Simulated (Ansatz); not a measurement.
Isomers of Na$_{9}$⁺ (singlet), found by a short tight-binding search and relaxed with r2SCAN/def2-SVP in Ansatz.

Correlated methods freeze 9 core orbitals; core or outer-core shells of Na are correlated, in sets that lack core-valence functions.

Run but left out: HF/STO-3G (A: restricted singlet, unstable in another Hartree–Fock run and untested here); HF/def2-SVP, HF/def2-TZVP (A: restricted singlet, unstable towards broken spin symmetry).

A: The restricted singlet is unstable towards broken spin symmetry in Hartree–Fock (as tested in another run); at PBE/def2-SVP, PBE/def2-TZVP, r2SCAN/def2-TZVP, PBE0/def2-SVP and others this wasn't settled. At CCSD(T)/def2-SVP, MP2/def2-TZVP the restricted singlet (for correlated methods, its reference) is unstable: a solution with broken spin symmetry lies lower. B: The restricted singlet is unstable towards broken spin symmetry in Hartree–Fock (as tested in another run); at PBE/def2-SVP, PBE/def2-TZVP, r2SCAN/def2-TZVP, PBE0/def2-SVP and others this wasn't settled. At CCSD(T)/def2-SVP, MP2/def2-TZVP the restricted singlet (for correlated methods, its reference) is unstable: a solution with broken spin symmetry lies lower. C: The restricted singlet is unstable towards broken spin symmetry in Hartree–Fock (as tested in another run); at PBE/def2-SVP, PBE/def2-TZVP, r2SCAN/def2-TZVP, PBE0/def2-SVP and others this wasn't settled. At CCSD(T)/def2-SVP, MP2/def2-TZVP the restricted singlet (for correlated methods, its reference) is unstable: a solution with broken spin symmetry lies lower. D: The restricted singlet is unstable towards broken spin symmetry in Hartree–Fock (as tested in another run); at PBE/def2-SVP, PBE/def2-TZVP, r2SCAN/def2-TZVP, PBE0/def2-SVP and others this wasn't settled. At CCSD(T)/def2-SVP, MP2/def2-TZVP the restricted singlet (for correlated methods, its reference) is unstable: a solution with broken spin symmetry lies lower. E: The restricted singlet is unstable towards broken spin symmetry in Hartree–Fock (as tested in another run); at PBE/def2-SVP, PBE/def2-TZVP, r2SCAN/def2-TZVP, PBE0/def2-SVP and others this wasn't settled. At CCSD(T)/def2-SVP, MP2/def2-TZVP the restricted singlet (for correlated methods, its reference) is unstable: a solution with broken spin symmetry lies lower.

Other spin states weren't relaxed.

A:

```xyz
9

Na   -2.122    0.869    1.506
Na   -0.105   -1.984    1.919
Na   -0.347    3.643   -0.133
Na   -2.936   -2.148   -0.435
Na   -1.527    0.796   -2.149
Na    1.330    1.225    2.069
Na    1.932    1.150   -1.598
Na    3.282   -1.497    0.567
Na    0.493   -2.053   -1.747
```

B:

Cartesian coordinates in Å:
```
Na -0.0158 -0.0133 -0.0028
Na -2.0838 1.3247 2.0930
Na 2.3806 1.9520 -0.9379
Na -2.7620 -1.3622 -1.0034
Na 1.7396 0.7334 2.6121
Na 2.4268 -2.0919 -0.2298
Na 0.3656 -0.6576 -3.1636
Na -0.6565 -2.3951 2.1007
Na -1.3944 2.5099 -1.4683
```

C:

```xyz
9

Na    2.871    0.099   -2.486
Na    2.585    1.310    1.621
Na   -2.262   -2.140    0.451
Na    0.313    2.336   -0.988
Na    0.905   -1.182   -0.077
Na   -3.078    1.360   -0.782
Na   -0.826   -0.832   -2.930
Na    0.483   -2.102    3.126
Na   -0.990    1.151    2.065
```

D:

```xyz
9

Na    2.781   -1.094   -0.198
Na    2.796    2.306    1.931
Na   -3.035   -1.341    1.599
Na   -2.387    1.789   -0.212
Na    0.033    0.215    1.925
Na    1.074    1.914   -1.136
Na    0.347   -3.451    1.242
Na   -0.964    0.968   -3.873
Na   -0.646   -1.305   -1.277
```

E:

Cartesian coordinates in Å:
```
Na 0.4217 -1.6274 -0.1986
Na -2.7693 -1.1160 0.8018
Na -1.7293 -1.9029 -2.8028
Na 0.2830 -0.5988 3.0202
Na 3.5241 -1.0165 0.9992
Na 1.4651 1.9767 0.4992
Na -1.7789 2.4121 1.8710
Na -1.3103 1.5066 -1.5214
Na 1.8939 0.3661 -2.6685
```

**Question.** Estimate which lies lowest at each level, and how far above it the others are (kcal/mol).

**Answer.** 
| level | A | B | C | D | E |
| --- | --- | --- | --- | --- | --- |
| PBE/def2-SVP | 0.0 | 1.7 | 0.8 | 2.7 | 0.6 |
| PBE/def2-TZVP | 0.0 | 3.4 | 1.4 | 3.2 | 1.0 |
| r2SCAN/def2-TZVP | 0.0 | 1.0 | 0.4 | 2.4 | 0.2 |
| PBE0/def2-SVP | 0.0 | 1.0 | 0.3 | 1.9 | 0.2 |
| PBE0/def2-TZVP | 0.0 | 2.5 | 0.9 | 2.5 | 0.7 |
| CAM-B3LYP/def2-TZVP | 0.0 | 4.3 | 0.8 | 0.6 | 0.4 |
| ωB97M-V/def2-TZVP | 0.0 | 3.8 | 1.4 | 3.2 | 1.1 |
| MP2/def2-SVP | 2.6 | 0.0 | 2.9 | 6.0 | 2.9 |
| MP2/def2-TZVP | 0.0 | 0.5 | 1.6 | 5.1 | 1.4 |
| CCSD/def2-SVP | 0.5 | 0.5 | 0.0 | 0.6 | 0.0 |
| CCSD(T)/def2-SVP | 0.4 | 0.0 | 0.3 | 2.1 | 0.4 |
Point groups (tolerance 0.1 Å): A not assigned, B not assigned, C Cs, D not assigned, E Cs. C and E have the same bonds, so they are conformers or stereoisomers. Lower isomers may exist.
